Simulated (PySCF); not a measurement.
Record of a relaxation.

Ge(CCH)2Me2, C6H8Ge.
Bonds: Ge1–C2, Ge1–C5, Ge1–C8, Ge1–C12, C2–C3, C5–C6. Hydrogens: H4 on C3; H7 on C6; H9, H10, H11 on C8; H13, H14, H15 on C12.

Method: PySCF, PBE0-D3(BJ)/def2-SVP geometry optimisation, gas phase; density fitting, grid level 1; the optimiser is geomeTRIC in internal coordinates, started from a GFN2-xTB structure with every atom displaced at random (about 0.03 Å). The frame can shift and turn from step to step; on so coarse a grid that alone can change the energy by a few meV, and forces under 0.02 eV/Å are noise.

Step 0: E = -62840.3065 eV, largest atomic force 5.384 eV/Å
```
atom  x, y, z in Å  |  force x, y, z in eV/Å
Ge1     0.007   -0.077   -0.024   -1.802   1.887  -0.569
C2     -0.012   -0.011    1.869   -0.009  -0.180  -3.716
C3     -0.031   -0.004    3.052    0.536   0.075   4.215
H4      0.150    0.012    4.120   -0.380  -0.005  -0.261
C5      1.762   -0.030   -0.642   -1.703  -0.189   0.717
C6      2.895   -0.003   -1.009    3.184  -0.088  -1.026
H7      3.936   -0.030   -1.330   -0.542   0.108   0.127
C8     -0.891    1.667   -0.686   -2.124  -2.529   4.252
H9     -0.917    1.716   -1.699    0.154   0.178  -3.724
H10    -0.448    2.526   -0.247    0.818   1.043   0.489
H11    -2.003    1.663   -0.324    1.762  -0.130  -0.501
C12    -0.938   -1.639   -0.650   -2.900   1.072  -0.708
H13    -2.059   -1.652   -0.322    1.895   0.157  -0.200
H14    -0.480   -2.522   -0.309    0.791  -1.577   0.674
H15    -1.003   -1.692   -1.756    0.319   0.177   0.232
```

Step 1: E = -62840.9632 eV, largest atomic force 0.372 eV/Å
```
atom  x, y, z in Å  |  force x, y, z in eV/Å
Ge1    -0.036   -0.028   -0.037   -0.069   0.198  -0.115
C2     -0.023    0.009    1.869    0.001  -0.125   0.248
C3     -0.039    0.007    3.087    0.266   0.035  -0.257
H4      0.056    0.016    4.157   -0.161  -0.002   0.066
C5      1.762   -0.013   -0.666    0.258  -0.092   0.063
C6      2.917    0.002   -1.054   -0.259  -0.067   0.066
H7      3.936   -0.009   -1.391    0.087   0.043  -0.045
C8     -0.894    1.599   -0.650   -0.250  -0.067   0.174
H9     -0.899    1.646   -1.747    0.106   0.123   0.001
H10    -0.401    2.473   -0.203    0.058   0.032  -0.181
H11    -1.935    1.582   -0.296   -0.064   0.047  -0.023
C12    -0.969   -1.605   -0.659   -0.070  -0.258  -0.166
H13    -2.009   -1.596   -0.309   -0.068   0.041   0.178
H14    -0.487   -2.526   -0.299    0.000   0.057  -0.020
H15    -1.011   -1.632   -1.759    0.165   0.035   0.011
```

Step 2: E = -62840.9878 eV, largest atomic force 0.197 eV/Å
```
atom  x, y, z in Å  |  force x, y, z in eV/Å
Ge1    -0.044   -0.015   -0.040   -0.052   0.160  -0.070
C2     -0.009    0.000    1.869   -0.019  -0.059   0.125
C3     -0.021   -0.009    3.087    0.149   0.031  -0.126
H4      0.031   -0.007    4.161   -0.088  -0.007  -0.001
C5      1.761   -0.024   -0.660    0.082  -0.009   0.051
C6      2.914   -0.020   -1.052   -0.083  -0.035  -0.003
H7      3.932   -0.028   -1.398   -0.001   0.018  -0.001
C8     -0.915    1.617   -0.653   -0.034  -0.103   0.056
H9     -0.906    1.671   -1.752    0.049   0.029   0.061
H10    -0.409    2.496   -0.229    0.027  -0.006  -0.076
H11    -1.958    1.618   -0.306   -0.027   0.011  -0.007
C12    -0.962   -1.611   -0.654   -0.045  -0.105  -0.045
H13    -1.998   -1.606   -0.287   -0.003   0.002   0.037
H14    -0.463   -2.522   -0.289    0.002   0.067  -0.007
H15    -0.985   -1.636   -1.753    0.044   0.007   0.005
```

Step 3: E = -62840.9936 eV, largest atomic force 0.079 eV/Å
```
atom  x, y, z in Å  |  force x, y, z in eV/Å
Ge1    -0.052   -0.004   -0.040    0.025  -0.070   0.026
C2      0.000   -0.004    1.869   -0.025  -0.021  -0.010
C3     -0.009   -0.016    3.085    0.033   0.020   0.015
H4      0.001   -0.020    4.161   -0.015  -0.007  -0.004
C5      1.755   -0.026   -0.655   -0.012   0.027   0.028
C6      2.904   -0.030   -1.056    0.014  -0.010  -0.037
H7      3.919   -0.035   -1.411   -0.005   0.000   0.009
C8     -0.921    1.621   -0.649   -0.005   0.058  -0.043
H9     -0.899    1.674   -1.748   -0.011  -0.014   0.026
H10    -0.402    2.500   -0.243   -0.006   0.001   0.004
H11    -1.967    1.636   -0.309    0.011   0.008  -0.007
C12    -0.958   -1.611   -0.652    0.005   0.019   0.015
H13    -1.992   -1.617   -0.276    0.002  -0.015  -0.026
H14    -0.442   -2.508   -0.281    0.009   0.012   0.005
H15    -0.970   -1.636   -1.751   -0.020  -0.009  -0.001
```

Step 4: E = -62840.9942 eV, largest atomic force 0.028 eV/Å
```
atom  x, y, z in Å  |  force x, y, z in eV/Å
Ge1    -0.053   -0.004   -0.038   -0.009  -0.009   0.005
C2      0.000   -0.006    1.871   -0.020  -0.015  -0.012
C3     -0.009   -0.017    3.088    0.016   0.014   0.007
H4     -0.005   -0.023    4.163   -0.005  -0.004   0.001
C5      1.754   -0.025   -0.654    0.001   0.020   0.019
C6      2.901   -0.030   -1.059   -0.005  -0.008  -0.024
H7      3.915   -0.036   -1.417    0.004   0.000   0.004
C8     -0.920    1.624   -0.649    0.024   0.008  -0.009
H9     -0.898    1.675   -1.748   -0.006  -0.012   0.003
H10    -0.400    2.503   -0.245    0.000  -0.002   0.006
H11    -1.966    1.643   -0.310   -0.003   0.002   0.002
C12    -0.957   -1.613   -0.651    0.011   0.019   0.004
H13    -1.991   -1.623   -0.278   -0.005  -0.007  -0.009
H14    -0.436   -2.506   -0.279    0.006  -0.001   0.003
H15    -0.969   -1.640   -1.750   -0.008  -0.004  -0.001
```

Step 5: E = -62840.9945 eV, largest atomic force under 0.02 eV/Å
```
atom  x, y, z in Å  |  force x, y, z in eV/Å
Ge1    -0.054   -0.004   -0.035   -0.013   0.013  -0.003
C2     -0.004   -0.008    1.874   -0.011  -0.009  -0.003
C3     -0.012   -0.017    3.090    0.001   0.007   0.001
H4     -0.012   -0.024    4.166    0.003  -0.001   0.000
C5      1.752   -0.023   -0.653    0.009   0.008   0.013
C6      2.897   -0.029   -1.065   -0.005  -0.005  -0.013
H7      3.910   -0.036   -1.426    0.000   0.001   0.003
C8     -0.918    1.626   -0.648    0.010  -0.006   0.010
H9     -0.895    1.673   -1.746   -0.002  -0.003  -0.010
H10    -0.395    2.505   -0.245    0.002  -0.002   0.001
H11    -1.964    1.649   -0.310    0.000   0.000   0.003
C12    -0.955   -1.613   -0.650    0.001   0.004  -0.003
H13    -1.990   -1.630   -0.281    0.003   0.000   0.002
H14    -0.429   -2.503   -0.277    0.000  -0.006   0.000
H15    -0.965   -1.642   -1.750    0.003   0.000   0.000
```

**Question.** Summarise the path.

**Answer.** The energy falls by 0.6879 eV from step 0 to step 5; nine tenths of that is first reached at step 1. It falls at every step. The largest force goes from 5.384 to under 0.02 eV/Å. Among the bonds Ge1–C8 changes most, from 2.071 to 1.944 Å; the atoms move by 0.075 Å rms after alignment.

**Question.** Follow the three bonds and two angles with the largest change from start to end.

**Answer.** 
| step | E above end (eV) | largest force (eV/Å) | Ge1–C8 (Å) | C8–H9 (Å) | C8–H11 (Å) | C2–C3–H4 (°) | H13–C12–H15 (°) |
| --- | --- | --- | --- | --- | --- | --- | --- |
| 0 | 0.6879 | 5.384 | 2.071 | 1.014 | 1.169 | 169.4 | 102.9 |
| 1 | 0.0312 | 0.372 | 1.938 | 1.098 | 1.099 | 174.1 | 106.5 |
| 2 | 0.0067 | 0.197 | 1.949 | 1.101 | 1.099 | 176.6 | 108.3 |
| 3 | 0.0009 | 0.079 | 1.940 | 1.100 | 1.100 | 178.9 | 109.3 |
| 4 | 0.0003 | 0.028 | 1.944 | 1.100 | 1.099 | 179.3 | 109.2 |
| 5 | 0.0000 | under 0.02 | 1.944 | 1.099 | 1.099 | 179.6 | 109.0 |

The cost below is that of the whole optimisation. Hardware: an Arm Neoverse V1 with one thread, no GPU, on a shared host. Cost: 71 s of wall time, 0.60 GiB resident at most.
